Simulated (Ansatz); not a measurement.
One geometry of HgO2⁻, several levels of theory.

```yaml
crystal:
  periodic: [false, false, false]
  atoms:
    - {symbol: Hg, position_ang: [0.000043, 0.000149, 0.000051]}
    - {symbol: O, position_ang: [-1.315630, -0.291798, 1.387022]}
    - {symbol: O, position_ang: [1.315587, 0.291649, -1.387073]}
basis:
  gaussian: {orbitals: def2-TZVPD, initial_orbitals: start.molden}
total_charge: -1
magnetization: {spin_polarized: true, initial_magnetization: 1}
hamiltonian: {xc: {name: CAM-B3LYP}, dispersion: d4}
scf: {omitted_lower_state_checks: [starts]}
output: {orbitals: {seedname: orbitals}}
```

The file start.molden holds the orbitals of an earlier run on this structure, at another level or in another basis.

```sh
$ ansatz run in.yaml --threads 4 --pin off --events-out ev --progress --plain --max-ram 3916MiB
```

Output, abridged:

```
Functional definition: CAM-B3LYP
789 factors; their error is unknown
184 factors; integrals over basis functions are off by at most 4.3e-5 eV
mean field evaluation 1: about -8267.6611 eV, gradient 4.6e0 eV
mean field evaluation 2: about -8267.7143 eV, gradient 7.3e-2 eV
mean field evaluation 4: about -8267.6695 eV, gradient 2.4e0 eV
mean field evaluation 8: about -8267.7443 eV, gradient 4.2e-2 eV
mean field evaluation 16: about -8267.7443 eV, gradient 4.0e-5 eV
mean field -8267.74428762 eV, -303.8339984917 hartree, gradient 4.1e-6 eV, S^2 0.817833; 0 other end points of the search recorded, 0 dependent functions left out
reference -8267.74438532 eV, -303.8340020822 hartree; 19, 18 occupied and 107, 108 virtual orbitals, 789 factors
Total energy: -8267.79120748 eV, -303.8357227648 hartree
Checks for a lower state left out: starts
```

Hardware: 4 threads of Arm Neoverse V1 on a shared host. Wall time 12 s.

First input, but with `hamiltonian: {xc: {text: "exchange = 0.95*pbe_x + 0.05*exact_x\ncorrelation = pbe_c"}}` (abridged; 7.5 s):

```
Functional definition: unnamed
mean field -8267.39158560 eV, -303.8210369315 hartree, gradient 2.8e-6 eV, S^2 0.768445
Total energy: -8267.39162133 eV, -303.8210382445 hartree
Checks for a lower state left out: starts
```

The first input with `hamiltonian: {xc: r2scan, dispersion: d4}` (abridged; 8 s):

```
Functional definition: r2SCAN
mean field -8270.52775412 eV, -303.9362889988 hartree, gradient 3.1e-6 eV, S^2 0.778923
Total energy: -8270.53965215 eV, -303.9367262436 hartree
Checks for a lower state left out: starts
```

As the first input, with `hamiltonian: {xc: pbe0, dispersion: d4}` and without the key `scf` (abridged; 17 s):

```
Functional definition: PBE0
mean field evaluation 16: about -8262.9724 eV, gradient 2.6e1 eV
mean field evaluation 32: about -8265.7145 eV, gradient 2.0e-4 eV
mean field evaluation 64: about -8264.8180 eV, gradient 5.7e0 eV
mean field -8265.71448336 eV, -303.7594045611 hartree, gradient 3.3e-6 eV, S^2 0.804086; 6 other end points of the search recorded, 0 dependent functions left out
Total energy: -8265.76001557 eV, -303.7610778388 hartree
```

Geometry: PBE-D4/def2-TZVPD.

In the def2 sets Hg takes a core potential; there is no spin–orbit coupling. The structure comes from a short search, and lower isomers may exist.
